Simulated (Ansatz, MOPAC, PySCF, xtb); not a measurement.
Dimer: CHN (SMILES C#N) (first 3 atoms) with C2H3N (SMILES CC#N); geometry from B3LYP-D3(BJ)/def2-TZVP.
(charge 0, multiplicity 1):
```xyz
9

C      0.336     0.292     0.281
N     -0.606    -0.346     0.139
H      1.210     0.881     0.450
C     -0.667    -0.630     3.691
C      0.501     0.194     3.436
N      1.419     0.844     3.197
H     -1.379    -0.092     4.318
H     -1.142    -0.878     2.740
H     -0.375    -1.551     4.196
```

Interaction energies are E(AB) − E(A) − E(B) at the monomers' geometry in the complex; basis-set methods are counterpoise corrected. Rows marked so take none.

Rows in 6-31G* carry no dispersion term and start afresh at each structure (6-31G* with six Cartesian d functions). The state that PM3 reach isn't checked.

Programs: Ansatz (a first-principles code) with Gaussian orbitals; MOPAC for PM3 (differences of heats of formation); PySCF for 6-31G* rows, the dispersion terms; xtb for the GFN methods. Values without a source in brackets are computed.

Q: One of these levels gives -4.58 kcal/mol for the interaction energy. Which?
A) GFN1-xTB
B) BLYP-D4/def2-TZVPPD
C) HF/6-31G* (no counterpoise)
D) PM3

A: B, BLYP-D4/def2-TZVPPD. The others give 0.26 (PM3), -2.56 (GFN1-xTB), -3.44 (HF/6-31G* (no counterpoise))
